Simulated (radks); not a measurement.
Effect of the nuclear size on neutral cadmium, [Kr] 4d10 5s2. Method: Dirac Kohn-Sham, relativistic LDA (MacDonald-Vosko exchange, VWN5 correlation), spin-unpolarised, spherical densities, finite nucleus; Fermi nuclear charge, rms radius 4.6087 fm; computed with a radial shooting solver on a logarithmic mesh with Libxc functionals. The rms radius is varied about that value; shifts are against it.

rms radius (fm)  total energy shift (eV)  density at nucleus (e/bohr^3)  1s1/2 shift (meV)  2s1/2 shift (meV)  4s1/2 shift (meV)  4p1/2 shift (meV)  5s1/2 shift (meV)
3.8667                            -0.953                      1.617e+05               -399              -44.9              -1.58              0.154             -0.075
4.3875                            -0.299                      1.588e+05               -125              -14.1             -0.496              0.048             -0.023
4.6087                                 0                      1.577e+05              0.000              0.000              0.000              0.000              0.000
4.8069                             0.279                      1.568e+05                117               13.1              0.462             -0.045              0.022
5.088                              0.692                      1.555e+05                289               32.6               1.15             -0.112              0.054

Slopes of the eigenvalues against <r^2> in GHz/fm^2, as finite differences over the two radii next to the reference (eigenvalue slopes, not the field-shift constants of lines): 1s1/2 15200, 2s1/2 1710, 4s1/2 60.1, 4p1/2 -5.87, 5s1/2 2.84.
